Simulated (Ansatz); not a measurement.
The cluster Al₆N⁻. The state is a singlet with charge -1. Geometry PBE0-D4/def2-SVPD.

Cartesian coordinates in Å:
```
N -0.8798 0.2223 -1.1608
Al 1.1616 1.9273 0.9591
Al 0.9249 0.0940 -1.0413
Al -1.2620 0.9267 0.6269
Al -1.9716 -1.2295 -1.4341
Al 2.3009 -0.4986 1.0109
Al -0.2739 -1.4422 1.0393
```

At HF/def2-TZVPD the restricted singlet is unstable: a solution with broken spin symmetry lies lower. The restricted singlet is unstable towards broken spin symmetry in Hartree–Fock (as tested in another run); at PBE-D4/def2-TZVPD, revPBE-D4/def2-TZVPD, BLYP-D4/def2-TZVPD, r2SCAN-D4/def2-TZVPD this wasn't settled. Another isomer (singlet) lies 0.46 eV lower at PBE0-D4/def2-TZVPD; other spin states weren't run for this one.

Question: Estimate the orbital energies around the gap (eV) in Ansatz with HF/def2-TZVPD, PBE-D4/def2-TZVPD, revPBE-D4/def2-TZVPD, BLYP-D4/def2-TZVPD, r2SCAN-D4/def2-TZVPD.

Answer: 
```csv
orbital,HF/def2-TZVPD,PBE-D4/def2-TZVPD,revPBE-D4/def2-TZVPD,BLYP-D4/def2-TZVPD,r2SCAN-D4/def2-TZVPD
HOMO−13,-83.03,-64.69,-64.67,-64.70,-66.58
HOMO−12,-83.02,-64.65,-64.63,-64.66,-66.54
HOMO−11,-24.58,-15.12,-15.14,-14.79,-16.28
HOMO−10,-12.87,-7.36,-7.32,-7.09,-7.87
HOMO−9,-10.88,-5.86,-5.82,-5.59,-6.27
HOMO−8,-10.26,-5.53,-5.48,-5.25,-5.90
HOMO−7,-8.87,-4.62,-4.57,-4.37,-4.96
HOMO−6,-6.96,-3.55,-3.50,-3.32,-3.80
HOMO−5,-6.05,-2.77,-2.73,-2.53,-3.03
HOMO−4,-5.03,-2.38,-2.33,-2.15,-2.57
HOMO−3,-4.01,-1.55,-1.52,-1.35,-1.73
HOMO−2,-3.08,-1.21,-1.17,-1.03,-1.30
HOMO−1,-2.64,-0.87,-0.84,-0.61,-1.03
HOMO,-2.47,-0.67,-0.64,-0.40,-0.83
LUMO,3.19,0.43,0.47,0.69,0.43
LUMO+1,3.30,0.70,0.74,0.93,0.71
LUMO+2,3.57,0.96,1.00,1.17,1.01
LUMO+3,3.83,1.18,1.22,1.40,1.23
LUMO+4,3.94,1.49,1.53,1.70,1.60
LUMO+5,4.10,1.52,1.56,1.73,1.66
```
